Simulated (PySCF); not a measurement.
C3H6O2Si, SMILES C([SiH2]C=O)C=O, GFN2-xTB optimised geometry.

```
12

O      2.31    -0.98     0.00
C      1.11    -0.98     0.00
C      0.25     0.22     0.00
Si    -0.13     0.66    -1.83
C     -1.43     2.07    -1.77
O     -1.36     3.07    -2.44
H      0.54    -1.93    -0.05
H      0.77     1.06     0.46
H     -0.68     0.03     0.54
H      1.07     1.10    -2.54
H     -0.79    -0.49    -2.48
H     -2.31     1.93    -1.10
```

Density from PBE/def2-TZVP (PySCF) at that geometry.

Minimum of the electron density along straight lines between bonded atoms, close to the bond critical point (lines longer than 1.1 times the sum of covalent radii, or with two minima, are not listed):

```
bond     length / Å  ρ at the minimum / e bohr⁻³  ∇²ρ there / e bohr⁻⁵  position (fraction from the first atom)
-------  ----------  ---------------------------  --------------------  ---------------------------------------
O1–C2         1.201                        0.428                   ___                                     0.66
C2–C3         1.480                        0.268                 -0.68                                     0.51
C3–Si4        1.922                        0.108                  0.11                                     0.61
Si4–C5        1.926                        0.115                  0.12                                     0.39
C5–O6         1.203                        0.423                   ___                                     0.34
C2–H7         1.109                        0.275                 -0.94                                     0.65
C3–H8         1.090                        0.274                 -0.91                                     0.64
C3–H9         1.089                        0.273                 -0.90                                     0.64
Si4–H10       1.457                        0.128                  0.16                                     0.50
Si4–H11       1.468                        0.123                  0.16                                     0.50
C5–H12        1.113                        0.271                 -0.91                                     0.65
```

Problem. Some entries are withheld; supply them.

Solution. 
- O1–C2, ∇²ρ there / e bohr⁻⁵: -0.06
- C5–O6, ∇²ρ there / e bohr⁻⁵: 0.03
